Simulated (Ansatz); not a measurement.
Basis-set extrapolation for C$_{2}$H$_{6}$OSSi, SMILES `S[SiH]1CCO1` (PBE0-D4/def2-TZVP geometry, frozen core, Ansatz 0.2.0). Multiplicity 1, RHF reference.

|  | def2-TZVPP | def2-QZVPP |
| --- | --- | --- |
| HF | -840.692974 | -840.720620 |
| MP2 correlation | -0.867736 | -0.933206 |
| CCSD(T) correlation | -0.953367 | not run |

Energies in hartree. Use E(X) = E(∞) + A·exp(−7.88·√X) for Hartree–Fock and E(X) = E(∞) + B·X^(−2.97) for correlation, with X = 3 and 4, and add CCSD(T) minus MP2 of the smaller set to the MP2 limit.

Q: What is the CCSD(T) energy at the basis-set limit?

A: HF limit: -840.720620 + (-0.027646) × 0.13774 = -840.72443. MP2 limit: -0.933206 + (-0.065470) × 0.74074 = -0.98170. Higher-order term: -0.953367 − (-0.867736) = -0.08563. Total: -841.79176 hartree, 381.8 kJ/mol below CCSD(T)/def2-TZVPP.
